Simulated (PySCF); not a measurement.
**Computed properties of 3-methylsulfanylbuta-1,2-diene (C5H8S), SMILES C=C=C(C)SC**

3-methylsulfanylbuta-1,2-diene (C5H8S), SMILES C(=C(SC)C)=C. Coordinates come from a PBE0-D3(BJ)/def2-SVP optimisation. The values are those of a single conformer. All values are computed for the isolated molecule unless a solvent is named; none is compared with measurement here.

**Structure.** All 36 harmonic modes at PBE0-D3(BJ)/def2-SVP (PySCF) are real, so it is a minimum. With heavy atoms numbered as in [CH2:1]=[C:2]=[C:3]([CH3:4])[S:5][CH3:6], the shortest bond between them is C1–C2 at 1.308 Å and the longest S5–C6 at 1.810 Å.

**Vibrations.** The strongest infrared lines (harmonic, unscaled, degenerate partners summed) lie at 870 cm⁻¹ (47 km/mol, H 73 %, C 27 %), 2088 cm⁻¹ (34 km/mol, C 98 %), 3060 cm⁻¹ (26 km/mol, H 98 %). The softest mode is at 38 cm⁻¹ and the zero-point energy is 71.1 kcal/mol.

**Electronic structure.** CAM-B3LYP/def2-TZVP (PySCF) places the frontier levels at -7.57 and 1.10 eV, a gap of 8.67 eV, and gives a dipole moment of 1.54 D and a mean polarisability of 84.6 bohr³. PBE/def2-TZVP (PySCF) at the same geometry gives -5.11 and -1.02 eV, so its gap is 4.58 eV narrower. An orbital gap is neither the optical nor the fundamental gap.

**Excitations.** TDA-M06-2X/def2-SVPD (PySCF) has S1 at 4.97 eV (249 nm, f = 0.028, weak); the most intense of the 10 singlets computed lies at 7.25 eV (f = 0.07). T1 (TDA) is at 4.41 eV, 0.56 eV under S1. TDA-PBE/def2-SVPD (PySCF) puts S1 at 4.32 eV. No vertical singlet excitation falls in the visible range (under 3.1 eV).

**NMR.** GIAO shifts at PBE0/pcSseg-1 (PySCF) (non-relativistic, atoms alike by connectivity averaged): ¹³C from 21.5 to 225.3 ppm against TMS; ¹H from 2.2 to 5.2 ppm against TMS.

**Solvation.** SMD-ωB97X/6-31G* (PySCF) gives -0.4 kcal/mol in water, -3.9 kcal/mol in 1-octanol, -5.3 kcal/mol in chloroform (1 M in both phases, gas-phase geometry); of these solvents chloroform holds the molecule best.
